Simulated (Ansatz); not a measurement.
`[SiH3][NH][GeH3]` + `CSS` → `CS[S][GeH3]` + `N[SiH3]` at 600 K and 1 bar (ligand exchange at a Ge–N bond).

Program: Ansatz. Geometries: PBE0-D4/def2-TZVP. ΔE: electronic, gas phase. CBS: MP2 limit from def2 TZ/QZ plus the TZ coupled-cluster correction, frozen cores. This one scheme is used for every species. For Ge outer-core shells are correlated without core-valence functions, which leaves a few kJ/mol of doubt a bond. Scalar relativity is left out up to krypton. One conformer a species, not always the lowest.

```json
{"species": "`[SiH3][NH][GeH3]`", "CCSD(T)/CBS energy (Eh)": "-2424.11992", "H − E (kJ/mol)": "226.9", "S (J/(mol·K))": "430.3"}
{"species": "`CSS`", "CCSD(T)/CBS energy (Eh)": "-836.00794", "H − E (kJ/mol)": "167.3", "S (J/(mol·K))": "353.3"}
{"species": "`CS[S][GeH3]`", "CCSD(T)/CBS energy (Eh)": "-2913.33841", "H − E (kJ/mol)": "230.2", "S (J/(mol·K))": "456.1"}
{"species": "`N[SiH3]`", "CCSD(T)/CBS energy (Eh)": "-346.80422", "H − E (kJ/mol)": "170.6", "S (J/(mol·K))": "320.8"}
```

H − E and S are ideal-gas, rigid-rotor, harmonic terms from PBE0-D4/def2-TZVP, for one conformer and one mirror image of each species. 1 Eh = 2625.50 kJ/mol, R = 8.31446 J/(mol·K).

Q: By hand: ΔE, ΔH, ΔS and ΔG.

A: ΔE = (-2913.33841) + (-346.80422) − (-2424.11992) − (-836.00794) = -0.01477 Eh = -38.8 kJ/mol. Δ(H − E) = 230.2 + 170.6 − 226.9 − 167.3 = 6.6, so ΔH = -32.2 kJ/mol. ΔS = 456.1 + 320.8 − 430.3 − 353.3 = -6.7 J/(mol·K). ΔG = -32.2 − 600 × (-6.7)/1000 = -28.2 kJ/mol.

Q: By hand: the equilibrium constant, and the temperature at which ΔG would vanish if ΔH and ΔS stayed fixed.

A: log₁₀ K = −ΔG/(RT ln 10) = 2.5. ΔG = 0 at ΔH/ΔS = 4806 K, far beyond where these terms or the molecules hold.

The number of gas molecules stays the same, so ΔS is small and ΔH decides. A doubt of 5 kJ/mol in ΔE shifts log₁₀ K by 0.4 here. Other conformers and mirror images would add mixing entropy, several J/(mol·K) or more a flexible species. Modes under 60 cm⁻¹, often nearly free rotors, make the harmonic entropy too high. These are equilibria of isolated gas molecules and say nothing of rates. Largest T1 diagnostic: 0.012 (customary marks: 0.02 for closed shells, 0.045 for open ones).
